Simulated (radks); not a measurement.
Results of a calculation; reference values are marked as such.
Q: Ne+, 9 electrons, occupied as [He] 2s2 2p3 3d2 (not the ground configuration). Code: a radial shooting solver on a logarithmic mesh with Libxc functionals. Model: scalar-relativistic Kohn-Sham, r2SCAN, spin-polarised, spherical densities, finite nucleus; open shells are filled with parallel spins first; meta-GGA in the generalised Kohn-Sham scheme; Fermi nuclear charge, rms radius 3.0055 fm. Some entries of the table are withheld. Estimate them.

orbital,occ.,eigenvalue (eV),<r> (bohr)
1s up,1,-905.7044,0.1580
1s down,1,-901.0348,0.1570
2s up,1,(1),0.7870
2s down,1,(2),0.8148
2p up,3,-68.1654,0.7463
2p down,0,-56.0520,0.7880
3s up,0,-15.5852,(3)
3p up,0,(4),2.999
3d up,2,-5.8152,3.755

A: 
(1) 2s up eigenvalue (eV): -92.0261
(2) 2s down eigenvalue (eV): -80.9409
(3) 3s up <r> (bohr): 2.649
(4) 3p up eigenvalue (eV): -11.1903
